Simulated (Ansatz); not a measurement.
Mo6⁻, 6 atoms. Hardware: 4 threads of Arm Neoverse V2 on a shared host.

In the def2 sets Mo takes a core potential; there is no spin–orbit coupling. Correlated methods freeze no core orbitals; core or outer-core shells of Mo are correlated, in sets that lack core-valence functions.

Problem. How many basis functions does each of these Ansatz runs have, and roughly what does it cost? PBE-D4/def2-SVPD, charge -1 doublet, energy, from earlier orbitals; PBE with 15 % exact exchange/def2-SVPD, charge -1 doublet, energy, from earlier orbitals; LC-ωPBE/def2-TZVPD, charge -1 doublet, energy and forces, from earlier orbitals; PBE-D4/def2-TZVPD, charge -1 doublet, energy, from earlier orbitals; PBE-D4/def2-SVPD, charge -1 doublet, frequencies; PBE with 40 % exact exchange/def2-SVPD, charge -1 doublet, energy, from earlier orbitals; PBE0-D4/def2-SVPD, charge -1 doublet, energy, from earlier orbitals; r2SCAN-D4/def2-TZVPD, charge -1 doublet, energy, from earlier orbitals; MP2/def2-TZVPD, charge -1 doublet, energy, from earlier orbitals; PBE with 10 % exact exchange/def2-SVPD, charge -1 doublet, energy, from earlier orbitals; RPA@PBE/def2-TZVPD, charge -1 doublet, energy, from earlier orbitals; PBE-D4/def2-SVP, charge -1 doublet, energy with a search over starts.

Solution. Other jobs shared the machine, so times can vary by a factor of up to 3. A dash marks memory too small to be measured apart from the calling script's.

```csv
run,functions,fitting or Cholesky vectors,wall time,peak host memory (GiB)
"PBE-D4/def2-SVPD, charge -1 doublet, energy, from earlier orbitals",204,1836,30 s,–
"PBE-D4/def2-TZVPD, charge -1 doublet, energy, from earlier orbitals",240,1848,33 s,0.6
"MP2/def2-TZVPD, charge -1 doublet, energy, from earlier orbitals",240,2142,35 s,1.2
"RPA@PBE/def2-TZVPD, charge -1 doublet, energy, from earlier orbitals",240,2142,45 s,1.3
"PBE with 10 % exact exchange/def2-SVPD, charge -1 doublet, energy, from earlier orbitals",204,1836,62 s,1.6
"PBE with 15 % exact exchange/def2-SVPD, charge -1 doublet, energy, from earlier orbitals",204,1926,64 s,1.6
"PBE0-D4/def2-SVPD, charge -1 doublet, energy, from earlier orbitals",204,2052,70 s,1.7
"PBE-D4/def2-SVP, charge -1 doublet, energy with a search over starts",186,1818,70 s,0.84
"PBE with 40 % exact exchange/def2-SVPD, charge -1 doublet, energy, from earlier orbitals",204,2160,81 s,1.7
"LC-ωPBE/def2-TZVPD, charge -1 doublet, energy and forces, from earlier orbitals",240,1848,96 s,1.7
"r2SCAN-D4/def2-TZVPD, charge -1 doublet, energy, from earlier orbitals",240,1848,2.3 min,1.4
"PBE-D4/def2-SVPD, charge -1 doublet, frequencies",204,1836,6.3 min,–
```
